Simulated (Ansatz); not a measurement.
Results of the Gaussian-basis code of Ansatz.

A structure relaxed at PBE0-D4/def2-TZVP, charge 0, multiplicity 1:

```xyz
12

C     0.663   -0.722   -1.709
C     0.565   -0.281   -0.293
C    -0.495    0.283    0.257
F    -1.619    0.529   -0.434
C    -0.637    0.745    1.670
F    -1.574    0.000    2.313
F     0.529    0.604    2.337
H     1.493   -0.218   -2.212
H     0.865   -1.795   -1.762
H    -0.254   -0.516   -2.260
H     1.417   -0.424    0.362
H    -0.953    1.793    1.731
```

Give its formula and SMILES.

C4H5F3, `C/C=C(\F)C(F)F`.

Summarise the bond lengths by kind.

3 × C–C 1.320 to 1.494 Å; 5 × C–H 1.084 to 1.096 Å; 3 × C–F 1.342 to 1.358 Å.
